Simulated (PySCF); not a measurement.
**Unknowns**

[PySCF 2.14.0 with density-fitted response routines: σ from GIAO-PBE0/pcSseg-1; GFN2-xTB geometry; a single conformation; no relativistic terms; no solvent model; averaged over atoms made equivalent by symmetry, fast rotation or ring inversion]

Referencing at the same level of theory: 1H (31.72 ppm), 13C (186.93 ppm) against TMS. Splittings of carbon signals by F and P are missing where no couplings were computed. Where no couplings were computed, multiplicities follow the n + 1 count of equivalent neighbours, and m marks all less simple cases (inequivalent or close neighbours, rings, F or P nearby). Shifts are as computed. Against solution values, carbons near 30 ppm lie about +3 ppm off and those near 130 ppm about +5 ppm (rms about the fit 2.1 ppm; single classes can miss by 10 ppm). Of 1328 compounds with measured shifts, 309 miss one by over three times the rms of a fit or turn the order of signals round; such compounds aren't used in these exercises. Signals without a measured value on file couldn't be tested in this way; 1H shifts scatter by 0.2 ppm about their fit, and single ones miss by 0.5 ppm. OH and NH positions are gas-phase values without hydrogen bonding to other molecules.

(1) CH$_{8}$OP$_{2}$Si. 1H NMR (500 MHz, computed): δ 5.71 (m, 1H), 3.84 (s, 3H), 1.25 (m, 4H). 13C{1H} NMR (computed): δ 54.4 (CH3). Identify the compound.

(2) C$_{4}$H$_{3}$FN$_{2}$O. 1H NMR (300 MHz, computed): δ 9.41 (m, 1H), 9.38 (m, 1H), 5.38 (br s, 1H). 13C{1H} NMR (computed): δ 160.1, 149.6, 146.5, 144.0. Give a structure.

## Answers

(1) `InChI=1S/CH8OP2Si/c1-2-5(3)4/h5H,3-4H2,1H3`. Carbon types of the structure: 1 × CH3, leaving 5 H on heteroatoms. δC 54.4: methyl carbon bonded to O; the inductive effect lowers its shielding. δH 5.71: hydrogen on a silicon bonded to O, 2 P. δH 3.84: hydrogen on a methyl carbon bonded to O; its carbon carries O, which withdraws density. δH 1.25: hydrogen on a phosphorus bonded to Si.

This is the structure that produced the data.

(2) SMILES Oc1cnncc1F. The formula gives 4 degrees of unsaturation (1 ring in the answer). 4 carbon signals for 4 carbons: no two carbons are equivalent. Carbon types of the structure: 2 × C, 2 × CH, leaving 1 H on heteroatoms. δC 160.1: aromatic carbon bearing fluorine; the electronegative substituent deshields the carbon that carries it. δC 149.6: aromatic carbon bearing oxygen; an ipso carbon deshielded by its heteroatom. δC 146.5, 144.0: aromatic CH next to a ring nitrogen; the adjacent pyridine-type nitrogen withdraws density from it. δH 9.41, 9.38: hydrogen on an aromatic CH next to a ring nitrogen; ring current plus the neighbouring ring nitrogen.

This is the structure that produced the data.
